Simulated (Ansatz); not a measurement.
`C=C=C[SiH3]`, relaxed with RKS PBE-D4/def2-SVP in Ansatz from a rough embedded geometry. The force threshold is 0.03 eV/Å; the program also tests the step.

Charge 0, multiplicity 1.

Start:

```xyz
10

C    -1.889    0.006   -1.014
C    -1.019   -0.131   -0.148
C    -0.134   -0.287    0.763
Si    1.659    0.104    0.443
H    -2.175   -0.767   -1.745
H    -2.525    0.943   -1.101
H    -0.329   -0.753    1.713
H     2.201   -0.626   -0.704
H     2.459   -0.123    1.624
H     1.752    1.634    0.169
```

```tsv
step	energy (eV)	largest force (eV/Å)	largest move (Å)
1	-11070.8868	5.877	0.000
2	-11071.1322	2.256	0.194
3	-11071.2651	1.244	0.195
4	-11071.3077	0.579	0.200
5	-11071.3488	0.148	0.082
6	-11071.3552	0.093	0.159
7	-11071.3601	0.229	0.096
8	-11071.3623	0.186	0.051
9	-11071.3741	0.081	0.129
10 (rejected)	-11071.3630	0.312	0.200
11	-11071.3791	0.040	0.100
12	-11071.3817	0.139	0.098
13	-11071.3830	0.150	0.071
14 (rejected)	-11071.3818	0.115	0.056
15	-11071.3852	0.031	0.028
16	-11071.3858	0.007	0.031
17	-11071.3861	0.019	0.054
```

End:

```xyz
10

C    -2.021    0.223   -0.922
C    -1.039   -0.196   -0.150
C    -0.032   -0.593    0.603
Si    1.693    0.139    0.437
H    -2.229   -0.254   -1.894
H    -2.670    1.062   -0.617
H    -0.208   -1.387    1.356
H     2.686   -0.932    0.062
H     2.141    0.735    1.747
H     1.679    1.204   -0.623
```

Hardware: 2 threads of an Arm Neoverse V1 on a shared host. Wall time 24 s, peak host memory 0.12 GiB.
